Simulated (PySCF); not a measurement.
A series of substituents X on one scaffold: SiH2(OH)-X. Isolated molecules, 0 K electronic values unless said otherwise. One relaxed conformer stands for each flexible species; it need not be the lowest. Strings in code marks are SMILES.

The numbers are results of PySCF with PBE0-D4/def2-TZVP, not measurements. All candidates: neutral, multiplicity 1. Excitations are Tamm–Dancoff values on a coarser integration grid. The basis has no diffuse functions, so Rydberg states are missing or too high.

| Item | Result |
|---|---|
| T1 excitation (TDA) | 4.31 eV |
| S1 excitation (TDA) | 5.06 eV |
| HOMO–LUMO gap | 7.09 eV |

Q: Which member has these values?
A. `O[SiH2]F` (H–O–Si–F torsion 72°)
B. `O[SiH2]B(O)O`
C. `NC(=O)[SiH2]O` (O–C–Si–O torsion 0°, C–Si–O–H torsion 0°)
D. `B[SiH2]O`

A: C, `NC(=O)[SiH2]O` (O–C–Si–O torsion 0°, C–Si–O–H torsion 0°). The others give `B[SiH2]O`: 2.95 eV, 3.94 eV, 5.49 eV; `O[SiH2]F` (H–O–Si–F torsion 72°): 7.69 eV, 8.18 eV, 9.71 eV; `O[SiH2]B(O)O`: 5.30 eV, 6.64 eV, 7.92 eV
